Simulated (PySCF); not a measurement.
**C₆ coefficients of unlike pairs at wB97X**

Calculated with PySCF 2.14 from the dipole response of each species, C₆(A,B) = (3/π) ∫ α_A(iu) α_B(iu) du, in atomic units, from isotropic polarisabilities. For ions this is the dispersion term alone; charge-induced terms of lower order in 1/R come first.

```
species           configuration                         basis     relativity  α (bohr³)  C₆ (like pair)
    O²⁺       [He] 2s2 2p2 (3P)  aug-cc-pCVQZ-DK (9s8p6d4f2g)  spin-free X2C      1.755           2.355
     Ne               [Ne] (1S)        dyall-av3z (15s9p3d2f)           none      2.476           5.971
    Sb⁺  [Kr] 4d10 5s2 5p2 (3P)    aug-cc-pVTZ-DK3 (8s7p5d2f)  spin-free X2C      24.83           197.9
```

Question: Estimate C₆ for Sb⁺ with Ne.

Answer: The integral gives 30.16. The combination rule 2 C_A C_B / (C_A α_B/α_A + C_B α_A/α_B) gives 29.68 and the geometric mean 34.38.

No spin-orbit coupling is included.

The other pairs:

```
    pair     C₆
 Ne, O²⁺  3.732
Sb⁺, O²⁺  19.80
```
